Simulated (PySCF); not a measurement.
HF4OW (SMILES [OH][W+]([F])([F])([F])[F]), charge +1, singlet, geometry from GFN2-xTB (such geometries of metal compounds can be far from the true shape) (the multiplicity is a formal guess) (core potentials on W); PBE/def2-SVP (PySCF).

Input for PySCF:
```python
from pyscf import gto, scf, dft

mol = gto.M(
    atom='''
W     0.00517043    0.01064127    0.00015456
F     1.57163266   -0.84182049   -0.33845170
F    -0.58071913    0.17421454    1.71045465
F    -1.08889765    0.46594466   -1.37493200
F    -0.77847316   -1.60217707   -0.02327098
O     0.78657628    1.61885412    0.02351321
H     1.21289358    2.49625856    0.03625716
''',
    basis='def2-svp',
    ecp={'W': 'def2-svp'},
    charge=1,
    verbose=4,
)

mf = dft.RKS(mol)
mf.xc = 'pbe'
mf.kernel()
```

**Question.** Predict the main parts of the log of this PySCF run.

**Answer.** 
```
PySCF version 2.14.0

[INPUT] verbose = 4
[INPUT] num. atoms = 7
[INPUT] num. electrons = 58
[INPUT] charge = 1
[INPUT] spin (= nelec alpha-beta = 2S) = 0
[INPUT] symmetry False subgroup None
[INPUT] Mole.unit = angstrom
[INPUT] Symbol           X                Y                Z      unit          X                Y                Z       unit  Magmom
[INPUT]  1 W      0.005170430000   0.010641270000   0.000154560000 AA    0.009770696646   0.020109085918   0.000292076070 Bohr   0.0
[INPUT]  2 F      1.571632660000  -0.841820490000  -0.338451700000 AA    2.969955295822  -1.590810172147  -0.639581019393 Bohr   0.0
[INPUT]  3 F     -0.580719130000   0.174214540000   1.710454650000 AA   -1.097400110996   0.329217767517   3.232290836989 Bohr   0.0
[INPUT]  4 F     -1.088897650000   0.465944660000  -1.374932000000 AA   -2.057718336183   0.880507796604  -2.598244919900 Bohr   0.0
[INPUT]  5 F     -0.778473160000  -1.602177070000  -0.023270980000 AA   -1.471101067725  -3.027675865358  -0.043975778850 Bohr   0.0
[INPUT]  6 O      0.786576280000   1.618854120000   0.023513210000 AA    1.486413745279   3.059190922424   0.044433527209 Bohr   0.0
[INPUT]  7 H      1.212893580000   2.496258560000   0.036257160000 AA    2.292036684443   4.717245014501   0.068516102455 Bohr   0.0

nuclear repulsion = 339.864440597143
number of shells = 45
number of NR pGTOs = 184
number of NR cGTOs = 107
basis = def2-svp
ecp = {'W': 'def2-svp'}

******** <class 'pyscf.dft.rks.RKS'> ********
method = RKS
initial guess = minao
damping factor = 0
level_shift factor = 0
DIIS = <class 'pyscf.scf.diis.CDIIS'>
diis_start_cycle = 1
diis_space = 8
diis_damp = 0
SCF conv_tol = 1e-09
SCF conv_tol_grad = None
SCF max_cycles = 50
direct_scf = True
direct_scf_tol = 1e-13
XC library pyscf.dft.libxc version 7.1.2
    S. Lehtola, C. Steigemann, M. J. T. Oliveira, and M. A. L. Marques,  SoftwareX 7, 1–5 (2018)
XC functionals = pbe
    J. P. Perdew, K. Burke, and M. Ernzerhof,  Phys. Rev. Lett. 77, 3865 (1996)
    J. P. Perdew, K. Burke, and M. Ernzerhof,  Phys. Rev. Lett. 78, 1396 (1997)
    J. P. Perdew, K. Burke, and M. Ernzerhof,  Phys. Rev. Lett. 77, 3865 (1996)
    J. P. Perdew, K. Burke, and M. Ernzerhof,  Phys. Rev. Lett. 78, 1396 (1997)
radial grids:
    Treutler-Ahlrichs [JCP 102, 346 (1995); DOI:10.1063/1.469408] (M4) radial grids

becke partition: Becke, JCP 88, 2547 (1988); DOI:10.1063/1.454033
pruning grids: <function nwchem_prune>
grids dens level: 3
symmetrized grids: False
atomic radii adjust function: <function treutler_atomic_radii_adjust>
small_rho_cutoff = 0
Set gradient conv threshold to 3.16228e-05
Initial guess from minao.
tot grids = 105248
init E= -529.618877420949
  HOMO = -0.639906513754879  LUMO = -0.325883706811681  gap/eV = 8.54500
cycle= 1 E= -540.859586090766  delta_E= -11.2  |g|= 1.69  |ddm|= 7.24
  HOMO = -0.48272699878829  LUMO = -0.417899271756939  gap/eV = 1.76405
cycle= 2 E= -533.317928961558  delta_E= 7.54  |g|= 5.86  |ddm|= 5.46
  HOMO = -0.504117586225477  LUMO = -0.3358278052966  gap/eV = 4.57940
cycle= 3 E= -541.232755530899  delta_E= -7.91  |g|=    1  |ddm|= 4.75
  HOMO = -0.5425986914087  LUMO = -0.371871561424409  gap/eV = 4.64572
cycle= 4 E= -541.315848898656  delta_E= -0.0831  |g|= 0.805  |ddm|= 1.23
  HOMO = -0.596697829343842  LUMO = -0.406367294874444  gap/eV = 5.17916
cycle= 5 E= -541.43648758105  delta_E= -0.121  |g|= 0.16  |ddm|= 0.578
  HOMO = -0.581399826370802  LUMO = -0.385768024132647  gap/eV = 5.32341
cycle= 6 E= -541.441326888838  delta_E= -0.00484  |g|= 0.0575  |ddm|= 0.144
  HOMO = -0.584938511817214  LUMO = -0.388332857568342  gap/eV = 5.34991
cycle= 7 E= -541.441374445865  delta_E= -4.76e-05  |g|= 0.0563  |ddm|= 0.07
  HOMO = -0.585483580337007  LUMO = -0.3884128661839  gap/eV = 5.36257
cycle= 8 E= -541.44194767908  delta_E= -0.000573  |g|= 0.0084  |ddm|= 0.0424
  HOMO = -0.585325484044361  LUMO = -0.388152668086721  gap/eV = 5.36535
cycle= 9 E= -541.441961840381  delta_E= -1.42e-05  |g|= 0.00204  |ddm|= 0.00558
  HOMO = -0.585327358936429  LUMO = -0.388051869373726  gap/eV = 5.36814
cycle= 10 E= -541.44196260457  delta_E= -7.64e-07  |g|= 0.000553  |ddm|= 0.00159
  HOMO = -0.585344407676683  LUMO = -0.38805239379906  gap/eV = 5.36859
cycle= 11 E= -541.441962671233  delta_E= -6.67e-08  |g|= 6.73e-05  |ddm|= 0.000437
  HOMO = -0.585341288149627  LUMO = -0.388052224680757  gap/eV = 5.36851
cycle= 12 E= -541.441962671872  delta_E= -6.39e-10  |g|= 4.5e-05  |ddm|= 6.05e-05
  HOMO = -0.585341557551378  LUMO = -0.38805232590762  gap/eV = 5.36851
cycle= 13 E= -541.441962672236  delta_E= -3.64e-10  |g|= 8.05e-06  |ddm|= 3.54e-05
  HOMO = -0.585342530037868  LUMO = -0.388053116352599  gap/eV = 5.36852
Extra cycle  E= -541.441962672125  delta_E= 1.12e-10  |g|= 2.55e-05  |ddm|= 2.52e-05
converged SCF energy = -541.441962672125
```
